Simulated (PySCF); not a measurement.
Energy of Cr- (chromium, charge -1) between two integer charges

The 4s beta orbital of [Ar] 3d5 4s2 is emptied in steps (occupation f), with all orbitals relaxed, ending at [Ar] 3d5 4s1. Calculation: PySCF 2.14, in aug-cc-pVTZ (8s7p5d3f2g, 93 functions); the non-relativistic Hamiltonian (point nucleus). The exact energy is a straight line in f; departures are measured from the line between the end points of the same method.

| f | UHF (eV) | LDA (eV) | PBE (eV) |
| --- | --- | --- | --- |
| 1 | 0.000 | 0.000 | 0.000 |
| 0.8 | 0.004 | -0.294 | -0.266 |
| 0.6 | 0.006 | -0.454 | -0.406 |
| 0.4 | 0.006 | -0.466 | -0.410 |
| 0.2 | 0.004 | -0.317 | -0.270 |
| 0 | 0.000 | 0.000 | 0.000 |

Question: For PBE, how does the orbital energy at f = 1 compare with the removal energy?

Answer: −ε = -1.196 eV against a total-energy difference of 0.421 eV. By Janak's theorem ε = ∂E/∂f, so the gap between them reflects the curvature. Along the path −ε is -0.605 (f = 0.8), 0.050 (f = 0.6), 0.755 (f = 0.4), 1.490 (f = 0.2) eV.

```json
{"method": "UHF", "E(f=0) − E(f=1) (eV)": "-0.284", "−ε at f=1 (eV)": "-0.253", "−ε at f=0.4 (eV)": "-0.290"}
{"method": "LDA", "E(f=0) − E(f=1) (eV)": "0.668", "−ε at f=1 (eV)": "-1.108", "−ε at f=0.4 (eV)": "1.004"}
{"method": "PBE", "E(f=0) − E(f=1) (eV)": "0.421", "−ε at f=1 (eV)": "-1.196", "−ε at f=0.4 (eV)": "0.755"}
```

As f goes to zero the orbital energy of a semilocal functional can turn back, because the density of that orbital vanishes from the exchange-correlation potential.

At f = 1 the orbital energy is positive for UHF, LDA, PBE: only the finite basis holds the electron.

Reference removal energy between the ground levels: 0.676 eV (measured; photodetachment measurements, as compiled on the Wikipedia data page of electron affinities). UHF lacks correlation.
